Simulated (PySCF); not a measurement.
# A survey of $^{19}$F NMR shifts

PySCF calculation with shieldings: GIAO PBE0/pcSseg-1 and coordinates at the GFN2-xTB level; no solvent model, fast rotation and ring inversion assumed for equivalent nuclei, non-relativistic, a single conformation.

Shieldings were converted by a linear fit to measured shifts: $^{19}$F: δ = 146.13 − 0.903σ +14.6 on sp3 carbon (rms 6.0 ppm, 223 shifts, 7.0 ppm with the 5 outliers that the fit left out vs CFCl3, solution or neat liquid). Occasional misses reach two or three times the rms, and more in compound classes unlike the fitted ones.

(1) Give the $^{19}$F shifts of `C=CC/C=C/F`, `CC(C)[C@]1(F)[SiH2]C=C1C#N`.

(2) Match the shifts 14.5, -65.4, -76.3, -102.8, -127.0, -181.3 ppm to `O=CC[C@@H](F)Cl`, `F[C@@]1(Cl)CCCC1=S`, `C#CC[C@@](F)(CC#N)[SiH2]C`, `O=S(=O)(C1=CCOC1)C(F)(F)F`, `CCN/N=C\C(F)(F)F`, `COc1csc(C(=O)F)c1`.

## Answers

(1) 
```
                  compound                environment  δ (ppm)
                C=CC/C=C/F           vinylic fluorine   -120.9
CC(C)[C@]1(F)[SiH2]C=C1C#N  fluorine on an sp3 carbon   -153.3
```

(2) 14.5: COc1csc(C(=O)F)c1 (fluorine bonded to C); -65.4: CCN/N=C\C(F)(F)F (fluorine of a CF3 group); -76.3: O=S(=O)(C1=CCOC1)C(F)(F)F (fluorine of an SCF3 group); -102.8: F[C@@]1(Cl)CCCC1=S (fluorine on an sp3 carbon); -127.0: O=CC[C@@H](F)Cl (fluorine on an sp3 carbon); -181.3: C#CC[C@@](F)(CC#N)[SiH2]C (fluorine on an sp3 carbon).
